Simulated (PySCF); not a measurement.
## [Pb(NH2)]+ at several levels of theory

Computed with PySCF 2.14.0 (density fitting, no spin-orbit coupling) at the geometry relaxed with r2SCAN:

```xyz
4
[Pb(NH2)]+ (singlet)
Pb    0.0000    0.0000   -0.0546
N     0.0000    0.0000    2.0369
H     0.8349    0.0000    2.6292
H    -0.8349    0.0000    2.6292
```

```csv
level,basis,state,HOMO (eV),gap (eV),charge on Pb1 (e),dipole about the centre of mass (D),largest force component (eV/Å)
r2SCAN,"Pb def2-SVP with ECP60, N def2-SVP, H def2-SVP",singlet,-11.80,2.84,1.08,1.14,0.01
revPBE,the same,singlet,-11.51,2.41,1.04,1.25,0.54
BLYP,the same,singlet,-11.48,2.27,1.01,1.39,0.66
CAM-B3LYP,the same,singlet,-14.07,6.53,1.09,0.93,0.37
r2SCAN,"Pb def2-TZVP with ECP60, N def2-TZVP, H def2-TZVP",singlet,-11.82,2.86,1.16,0.94,0.54
r2SCAN,"Pb x2c-SVPall, N x2c-SVPall, H x2c-SVPall",singlet,-11.79,2.80,1.11,1.11,0.33
```

Charges are Mulliken's, which hang on the basis. The relaxation used the grid (50, 194), these runs (75, 302) or, all-electron (x2c bases, spin-free X2C Hamiltonian), (99, 590).

**Question.** What does BP86 with Pb def2-SVP with ECP60, N def2-SVP, H def2-SVP give here?

**Answer.** state singlet, HOMO (eV) -11.71, gap (eV) 2.39, charge on Pb1 (e) 1.03, dipole about the centre of mass (D) 1.35, largest force component (eV/Å) 0.37. Time: 1.1 s on 2 threads of Arm Neoverse V1, with other jobs on the host, from an already converged density.

In the first row's basis the gap widens with exact exchange: 2.3 to 2.8 eV for BLYP, BP86, revPBE, r2SCAN (none); 6.5 eV for CAM-B3LYP (rising or full at long range).

No frequency check is given that shows the relaxed geometry to be a minimum.
